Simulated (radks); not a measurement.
Results of a calculation; reference values are marked as such.
All-electron atom: Hg+ in [Xe] 4f14 5d10 6s1.

Level of theory: Dirac Kohn-Sham, BLYP, spin-unpolarised, spherical densities, point nucleus (a radial shooting solver on a logarithmic mesh with Libxc functionals).

Energy parts (Ry):
| part | energy |
|---|---|
| total | -39325.6172 |
| kinetic | 45392.6743 |
| electron-nucleus | -99184.7735 |
| Hartree | 15215.5383 |
| exchange-correlation | -749.0563 |

Orbitals (lengths in bohr, moments of r in powers of bohr):
orbital,occ.,eigenvalue (Ry),<r^2>,<r>,<r^4>
1s1/2,2,-6105.173,0.0003806,0.01658,3.990e-07
2s1/2,2,-1081.667,0.005736,0.06923,0.00005782
2p1/2,2,-1037.684,0.004053,0.05692,0.00003429
2p3/2,4,-894.4614,0.005239,0.06559,0.00005384
3s1/2,2,-257.1370,0.03723,0.1801,0.002098
3p1/2,2,-237.3641,0.03392,0.1704,0.001826
3p3/2,4,-205.6410,0.04031,0.1863,0.002546
3d3/2,4,-172.9693,0.03086,0.1621,0.001682
3d5/2,6,-166.1734,0.03259,0.1670,0.001859
4s1/2,2,-57.02833,0.1799,0.3991,0.04679
4p1/2,2,-48.55860,0.1833,0.4011,0.04978
4p3/2,4,-40.89577,0.2155,0.4354,0.06870
4d3/2,4,-27.07200,0.2264,0.4425,0.08125
4d5/2,6,-25.64400,0.2378,0.4537,0.08953
5s1/2,2,-9.32763,0.9130,0.9020,1.210
4f5/2,6,-7.85368,0.2774,0.4794,0.1555
4f7/2,8,-7.54550,0.2853,0.4861,0.1648
5p1/2,2,-6.53356,1.067,0.9717,1.711
5p3/2,4,-5.18678,1.293,1.069,2.538
5d3/2,4,-1.45859,2.447,1.440,11.09
5d5/2,6,-1.32095,2.672,1.502,13.41
6s1/2,1,-1.08524,7.211,2.522,81.21

The highest occupied level is 6s1/2 at -14.765 eV. The density falls to 0.001 e/bohr^3 at r = 3.91 bohr. Summed over all electrons, <r^2> = 50.70 bohr^2, which gives a Langevin (diamagnetic) susceptibility term of -40.2 x 10^-6 cm^3/mol. For comparison, the ionisation energy in NIST's Atomic Spectra Database is 18.757 eV (measured). In exact Kohn-Sham theory the highest level is minus the ionisation energy, but local and semilocal functionals leave it too shallow, through self-interaction and a potential that decays too fast; potentials with the right tail come closer.

Beside tabulated values, note that spin-unpolarised runs miss the spin-polarisation part of the exchange energy of open shells.
